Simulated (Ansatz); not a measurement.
Species: [Cd(Cl)2] (charge 0, multiplicity 1).

Problem. Give a relaxed geometry from PBE-D3(BJ)/def2-SVP (Ansatz, an electronic-structure program).

Solution. the end point of this relaxation.
Cartesian coordinates (Å) in one orientation:
```xyz
3

Cd     0.000     0.000     0.000
Cl    -1.988    -1.098     0.277
Cl     1.988     1.098    -0.277
```
